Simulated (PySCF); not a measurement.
Computed shifts of a molecule C3H10BN, PBE/pcSseg-1 (PySCF), GIAO, gas phase, atoms alike by connectivity averaged where their shifts nearly agree, in ppm (number of nuclei): ¹H: 5.39 (1), 3.28 (3), 3.00 (3), 0.57 (3). ¹³C: 50.5 (1), 41.2 (1), 3.7 (1). ¹⁵N: 145.2 (1). References: ¹¹B against BF3 (σ = 83.9 ppm); ¹H against TMS (σ = 31.49 ppm); ¹³C against TMS (σ = 182.0 ppm); ¹⁵N against NH3 (σ = 267.0 ppm), references at their B3LYP-D3(BJ)/def2-TZVP geometries, non-relativistic. The structure is a stationary point at PBE0-D3(BJ)/def2-SVP. The geometry has at least one imaginary mode, so it is a saddle point at that level. Other conformers were not sampled.

Question: Pick the molecule that these values belong to.
A. CNB(C)C
B. CBN(C)C
C. BNC(C)C
D. CCB(C)N

Answer: B, CBN(C)C
